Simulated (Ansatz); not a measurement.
Consider the redistribution: `[OH][Nb]([F])(=[S])[Cl]` + `[NH2][Sc]([OH])[Cl]` → `[OH][Nb](=[S])([Cl])[Cl]` + `[NH2][Sc]([OH])[F]`.

Isolated molecules relaxed with PBE0-D4/def2-TZVP in Ansatz; ΔE leaves out vibrations. CCSD(T)/CBS adds triple-zeta CCSD(T) − MP2 to the extrapolated MP2 energy (def2 sets, frozen cores). DFT in def2-TZVPP. B3LYP here is the variant with VWN-RPA as its local correlation; programs differ in this. HSE06 is defined as in plane-wave codes. Elements past krypton have def2 core potentials. For Nb, Sc outer-core shells are correlated without core-valence functions, which leaves a few kJ/mol of doubt a bond. Scalar relativity is left out up to krypton. One conformer a species, not always the lowest.

`[OH][Nb]([F])(=[S])[Cl]`:

Z-matrix (Å, degrees):
```
Nb
F 1 1.854
S 1 2.130 2 109.0
O 1 1.863 2 109.9 3 118.5
Cl 1 2.281 2 111.3 3 -119.9
H 4 0.960 1 131.6 2 -120.9
```

`[NH2][Sc]([OH])[Cl]`:

Cartesian coordinates in Å:
```
N -1.383 -0.210 0.346
Sc 0.355 0.138 -0.497
O 1.804 0.048 0.652
Cl 0.400 0.609 -2.777
H -2.276 -0.202 -0.131
H -1.552 -0.427 1.320
H 2.652 0.044 1.087
```

`[OH][Nb](=[S])([Cl])[Cl]`:

```xyz
6

O     0.288    0.709    1.300
Nb   -0.133   -0.046   -0.348
S     0.623   -2.032   -0.382
Cl   -2.394   -0.121   -0.609
Cl    0.860    1.141   -2.019
H     0.756    0.349    2.058
```

`[NH2][Sc]([OH])[F]`:

Cartesian coordinates in Å:
```
N -0.624 0.740 -1.083
Sc 0.494 0.117 0.425
O 0.125 -1.583 1.102
F 1.815 1.270 1.043
H -0.549 1.631 -1.557
H -1.375 0.224 -1.522
H 0.114 -2.399 1.594
```

```json
{"level": "PBE-D4", "ΔE (kJ/mol)": "-1.2", "difference from CCSD(T)/CBS": "-0.4"}
{"level": "revPBE-D4", "ΔE (kJ/mol)": "-1.6", "difference from CCSD(T)/CBS": "-0.8"}
{"level": "BLYP-D4", "ΔE (kJ/mol)": "-1.5", "difference from CCSD(T)/CBS": "-0.7"}
{"level": "r2SCAN-D4", "ΔE (kJ/mol)": "4.9", "difference from CCSD(T)/CBS": "5.7"}
{"level": "B97M-V", "ΔE (kJ/mol)": "7.0", "difference from CCSD(T)/CBS": "7.8"}
{"level": "PBE0-D4", "ΔE (kJ/mol)": "1.6", "difference from CCSD(T)/CBS": "2.4"}
{"level": "r2SCANh-D4", "ΔE (kJ/mol)": "5.0", "difference from CCSD(T)/CBS": "5.8"}
{"level": "r2SCAN0-D4", "ΔE (kJ/mol)": "5.2", "difference from CCSD(T)/CBS": "6.0"}
{"level": "HSE06-D4", "ΔE (kJ/mol)": "1.6", "difference from CCSD(T)/CBS": "2.4"}
{"level": "BHLYP-D4", "ΔE (kJ/mol)": "4.6", "difference from CCSD(T)/CBS": "5.4"}
{"level": "CAM-B3LYP-D4", "ΔE (kJ/mol)": "5.2", "difference from CCSD(T)/CBS": "6.0"}
{"level": "ωB97X-V", "ΔE (kJ/mol)": "7.3", "difference from CCSD(T)/CBS": "8.1"}
{"level": "ωB97M-V", "ΔE (kJ/mol)": "5.2", "difference from CCSD(T)/CBS": "6.0"}
{"level": "B2PLYP", "ΔE (kJ/mol)": "-2.5", "difference from CCSD(T)/CBS": "-1.7"}
{"level": "PBE-QIDH", "ΔE (kJ/mol)": "-2.8", "difference from CCSD(T)/CBS": "-2.0"}
{"level": "revPBE", "ΔE (kJ/mol)": "1.9", "difference from CCSD(T)/CBS": "2.7"}
{"level": "BLYP", "ΔE (kJ/mol)": "2.4", "difference from CCSD(T)/CBS": "3.2"}
{"level": "r2SCAN", "ΔE (kJ/mol)": "5.3", "difference from CCSD(T)/CBS": "6.1"}
{"level": "B3LYP", "ΔE (kJ/mol)": "4.2", "difference from CCSD(T)/CBS": "5.0"}
{"level": "r2SCANh", "ΔE (kJ/mol)": "5.5", "difference from CCSD(T)/CBS": "6.3"}
{"level": "r2SCAN0", "ΔE (kJ/mol)": "5.7", "difference from CCSD(T)/CBS": "6.5"}
{"level": "HSE06", "ΔE (kJ/mol)": "3.2", "difference from CCSD(T)/CBS": "4.0"}
{"level": "BHLYP", "ΔE (kJ/mol)": "7.8", "difference from CCSD(T)/CBS": "8.6"}
{"level": "CAM-B3LYP", "ΔE (kJ/mol)": "7.0", "difference from CCSD(T)/CBS": "7.8"}
{"level": "LC-ωPBE", "ΔE (kJ/mol)": "8.4", "difference from CCSD(T)/CBS": "9.2"}
{"level": "RPA@PBE/def2-TZVPP", "ΔE (kJ/mol)": "0.2", "difference from CCSD(T)/CBS": "1.0"}
{"level": "HF/def2-SVP", "ΔE (kJ/mol)": "17.9", "difference from CCSD(T)/CBS": "18.7"}
{"level": "MP2/def2-SVP", "ΔE (kJ/mol)": "-11.1", "difference from CCSD(T)/CBS": "-10.3"}
{"level": "CCSD/def2-SVP", "ΔE (kJ/mol)": "1.9", "difference from CCSD(T)/CBS": "2.7"}
{"level": "HF/def2-TZVPP", "ΔE (kJ/mol)": "18.7", "difference from CCSD(T)/CBS": "19.5"}
{"level": "MP2/def2-TZVPP", "ΔE (kJ/mol)": "-16.1", "difference from CCSD(T)/CBS": "-15.3"}
{"level": "SCS-MP2/def2-TZVPP", "ΔE (kJ/mol)": "-9.7", "difference from CCSD(T)/CBS": "-8.9"}
{"level": "CCSD/def2-TZVPP", "ΔE (kJ/mol)": "2.2", "difference from CCSD(T)/CBS": "3.0"}
{"level": "CCSD(T)/def2-TZVPP", "ΔE (kJ/mol)": "-1.2", "difference from CCSD(T)/CBS": "-0.4"}
{"level": "HF/def2-QZVPP", "ΔE (kJ/mol)": "18.1", "difference from CCSD(T)/CBS": "18.9"}
{"level": "MP2/def2-QZVPP", "ΔE (kJ/mol)": "-16.1", "difference from CCSD(T)/CBS": "-15.3"}
{"level": "SCS-MP2/def2-QZVPP", "ΔE (kJ/mol)": "-9.6", "difference from CCSD(T)/CBS": "-8.8"}
{"level": "HF/CBS(def2)", "ΔE (kJ/mol)": "18.1", "difference from CCSD(T)/CBS": "18.9"}
{"level": "MP2/CBS(def2)", "ΔE (kJ/mol)": "-15.7", "difference from CCSD(T)/CBS": "-14.9"}
{"level": "CCSD/CBS(def2)", "ΔE (kJ/mol)": "2.6", "difference from CCSD(T)/CBS": "3.4"}
{"level": "CCSD(T)/CBS", "ΔE (kJ/mol)": "-0.8", "difference from CCSD(T)/CBS": "0"}
```

Largest T1 diagnostic among the species: 0.023, so the coupled-cluster value is less sure than usual.

From BLYP to BHLYP (50 % exact exchange), in def2-TZVPP and without D4, ΔE moves by +5.4 kJ/mol. Leaving LDA and LC-ωPBE aside and taking each functional with its dispersion term where it has one, the values spread over 10.1 kJ/mol, from PBE-QIDH to ωB97X-V. The D4 term adds −3.2 kJ/mol with B3LYP and −1.7 kJ/mol with PBE0; it sums over pairs of atoms, weighted by their polarisabilities, and B3LYP, whose exchange is more repulsive, gets the larger term.
